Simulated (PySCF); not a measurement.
C6H12N2.
SMILES with atom numbers: `[NH2:1][CH2:2][C@H:3]1[CH2:4][CH:5]=[N:6][CH2:7][CH2:8]1` (hydrogens: H9, H10 on N1; H11, H12 on C2; H13 on C3; H14, H15 on C4; H16 on C5; H17, H18 on C7; H19, H20 on C8)

Cartesian coordinates in Å at the GFN2-xTB level; atoms count from 1:
```
atom  x, y, z in Å
N1     2.6307    0.3550    0.5475
C2     1.7029    0.0661   -0.5350
C3     0.3121   -0.2330    0.0274
C4    -0.2316    0.9517    0.8261
C5    -1.6897    0.7703    1.1283
N6    -2.4865   -0.0356    0.5887
C7    -2.0392   -0.9237   -0.4496
C8    -0.6906   -0.5616   -1.0773
H9     2.7395   -0.4617    1.1407
H10    3.5451    0.5889    0.1771
H11    1.6542    0.9541   -1.1729
H12    2.0214   -0.7827   -1.1662
H13    0.3908   -1.0989    0.6963
H14   -0.1144    1.8737    0.2481
H15    0.3301    1.0817    1.7516
H16   -2.1070    1.4132    1.8974
H17   -2.8271   -0.9406   -1.2093
H18   -1.9980   -1.9261   -0.0080
H19   -0.3360   -1.3915   -1.6913
H20   -0.8117    0.3115   -1.7225
```

The closed-shell SCF was solved with PySCF and density fitting under several settings on one GFN2-xTB geometry (grid level 2 and gas phase unless stated).

| settings | basis functions | SCF cycles | E (Eh) | HOMO (eV) | LUMO (eV) | dipole (D) |
| --- | --- | --- | --- | --- | --- | --- |
| PBE0/pcSseg-1 | 196 | 14 | -344.8929 | -6.58 | 0.35 | 3.09 |
| PBE0/def2-SVPD | 256 | 14 | -344.7137 | -6.62 | 0.19 | 2.99 |
| BHandHLYP/def2-SVPD, IEF-PCM acetonitrile, fitting basis def2-qzvpp-jkfit | 256 | 10 | -344.9110 | -8.22 | 1.20 | 4.02 |
| PBE0/STO-3G | 52 | 12 | -340.7070 | -3.91 | 3.43 | 2.83 |
| PBE0/pcSseg-1, fitting basis def2-qzvpp-jkfit, level shift 0.1 Eh | 196 | 10 | -344.8929 | -6.58 | 0.35 | 3.09 |
| PBE0/pcseg-1 | 172 | 13 | -344.8661 | -6.59 | 0.34 | 3.13 |
| PBE0/6-31G*, fitting basis def2-qzvpp-jkfit | 136 | 10 | -344.9280 | -6.33 | 0.71 | 3.01 |
| PBE0/6-31G*, energy threshold 1e-08 Eh | 136 | 9 | -344.9280 | -6.33 | 0.71 | 3.01 |

Q: Estimate the row for these settings: PBE0/def2-SVPD, IEF-PCM dichloromethane, level shift 0.1 Eh.

A: 
| settings | basis functions | SCF cycles | E (Eh) | HOMO (eV) | LUMO (eV) | dipole (D) |
| --- | --- | --- | --- | --- | --- | --- |
| PBE0/def2-SVPD, IEF-PCM dichloromethane, level shift 0.1 Eh | 256 | 11 | -344.7235 | -6.82 | 0.13 | 3.83 |

Q: Over all rows, what range does the HOMO–LUMO gap span?

A: From 6.81 eV (PBE0/def2-SVPD) to 9.42 eV (BHandHLYP/def2-SVPD, IEF-PCM acetonitrile, fitting basis def2-qzvpp-jkfit). The functional of the narrowest has 25 % exact exchange, that of the widest 50 % exact exchange.

Q: And the dipole moment?

A: From 2.83 D (PBE0/STO-3G) to 4.02 D (BHandHLYP/def2-SVPD, IEF-PCM acetonitrile, fitting basis def2-qzvpp-jkfit); the largest is 1.42 times the smallest, and the median is 3.09 D.

Q: Compare two rows with the functional PBE0: PBE0/STO-3G and PBE0/pcSseg-1. Which energy is lower, and by how much?

A: PBE0/pcSseg-1 (196 functions) lies 4.1859 Eh or 2627 kcal/mol below PBE0/STO-3G (52 functions).

Cycle counts include a coarse-grid stage where the run had one. All basis functions are spherical, in the Pople sets too. The species at its GFN2-xTB geometry (one conformer only).
